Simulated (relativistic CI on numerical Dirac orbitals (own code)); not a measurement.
Method of calculation: Dirac-Coulomb-Breit CI, separate exchange-only KLI orbitals for each configuration, QED by a radiative potential, unscaled Slater integrals (own radial code, finite nucleus).

CI space (outside the closed core [Ne]): 3s2, 3s.3p, 3p2, 3s.3d, 3d2, 3p.3d, 3p.4s, 3d.4s, 3s.4s, 3s.4p, 3s.4d, 3s.4f, 3s.5s, 3s.5p, 3s.5d, 4s2, 3s.5f, 3s.5g, 3s.6s, 3s.6p, 3s.6d. Levels of other configurations are missing.

At this charge energies of transitions that change n are usually good to better than 1 %, and those within a shell (Δn = 0) to a few per cent.

Outline of the computed level scheme of Yb LIX. Lowest level of each configuration: 3s2 1S_0 at 0.00 eV; 3s.3p 3P°_0 at 127.52 eV; 3p2 3P_0 at 305.98 eV; 3s.3d 3D_1 at 611.37 eV; 3p.3d 3F°_2 at 749.06 eV; 3d2 3F_2 at 1235.27 eV; 3s.4s 3S_1 at 2795.77 eV; 3s.4p 3P°_0 at 2862.70 eV; 3p.4s 3P°_1 at 2944.89 eV.

Some strong electric-dipole decays among the lowest 43 levels: 3s.4s 1S_0 → 3s.3p 1P°_1 (3.7e+13 s⁻¹); 3p.4s 3P°_0 → 3p2 3P_1 (3.5e+13 s⁻¹); 3s.4p 1P°_1 → 3s2 1S_0 (3.5e+13 s⁻¹); 3s.4s 3S_1 → 3s.3p 3P°_2 (3.0e+13 s⁻¹); 3s.4p 3P°_1 → 3s2 1S_0 (2.9e+13 s⁻¹); 3p.4s 3P°_1 → 3p2 1D_2 (2.3e+13 s⁻¹); 3s.4s 3S_1 → 3s.3p 3P°_1 (9.8e+12 s⁻¹); 3s.4s 1S_0 → 3s.3p 3P°_1 (9.3e+12 s⁻¹).

LS names give the leading component of a level, which can be under half, so a name can repeat, a term be missing and a line seem to break the LS rules.
